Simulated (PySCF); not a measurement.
Correlation energy of P⁺ (phosphorus, charge +1)

[Ne] 3s2 3p2, high-spin 3P determinant. Calculation: PySCF 2.14, in cc-pVTZ-DK; scalar relativity by spin-free X2C-1e. Frozen: [Ne]; 4 electrons correlated.

MP2 pair energies summed by pair of shells (mhartree):

```
 pair  energy  share (%)
3s-3p  -38.80       62.2
3s-3s  -17.10       27.4
3p-3p   -6.50       10.4
```

Total MP2 correlation energy: -62.40 mhartree.

Same-spin part -10.55 and opposite-spin part -51.84 mhartree; SCS-MP2 scales them by 1/3 and 6/5 to -65.73 mhartree.

```json
{"level": "CCSD", "correlation energy (mhartree)": "-82.34"}
{"level": "(T)", "correlation energy (mhartree)": "-2.27"}
{"level": "CCSD(T)", "correlation energy (mhartree)": "-84.61"}
```

Diagnostics: T1 = 0.0096, D1 = 0.0243, largest double amplitude 0.102.

Cost of the coupled-cluster step: 0.27 s of wall time on 1 thread of Neoverse-V1 (shared host), for 4 correlated electrons.

Iterations:

```
CC2 = 0
CCSD nocc = (np.int64(3), np.int64(1)), nmo = (29, 29)
frozen orbitals [[0, 1, 2, 3, 4], [0, 1, 2, 3, 4]]
max_cycle = 100
direct = 0
conv_tol = 1e-08
conv_tol_normt = 1e-06
diis_space = 8
diis_start_cycle = 0
Init t2, MP2 energy = -0.0623968123108819
Init E_corr(UCCSD) = -0.0623968123141357
cycle = 1  E_corr(UCCSD) = -0.0761980455259237  dE = -0.0138012332  norm(t1,t2) = 0.0499903
cycle = 2  E_corr(UCCSD) = -0.0800025891828564  dE = -0.00380454366  norm(t1,t2) = 0.0193244
cycle = 3  E_corr(UCCSD) = -0.0823351118197889  dE = -0.00233252264  norm(t1,t2) = 0.00899361
cycle = 4  E_corr(UCCSD) = -0.0823289254677913  dE = 6.186352e-06  norm(t1,t2) = 0.00164629
cycle = 5  E_corr(UCCSD) = -0.0823430786051387  dE = -1.41531373e-05  norm(t1,t2) = 0.000240174
cycle = 6  E_corr(UCCSD) = -0.0823391162402993  dE = 3.96236484e-06  norm(t1,t2) = 5.34237e-05
cycle = 7  E_corr(UCCSD) = -0.0823410709767802  dE = -1.95473648e-06  norm(t1,t2) = 7.68069e-06
cycle = 8  E_corr(UCCSD) = -0.0823406130213486  dE = 4.57955432e-07  norm(t1,t2) = 1.75722e-06
cycle = 9  E_corr(UCCSD) = -0.0823406171578013  dE = -4.13645268e-09  norm(t1,t2) = 2.94206e-07
UCCSD converged
E(UCCSD) = -341.2498082563756  E_corr = -0.08234061715780126
UCCSD(T) correction = -0.00227272916980306
```
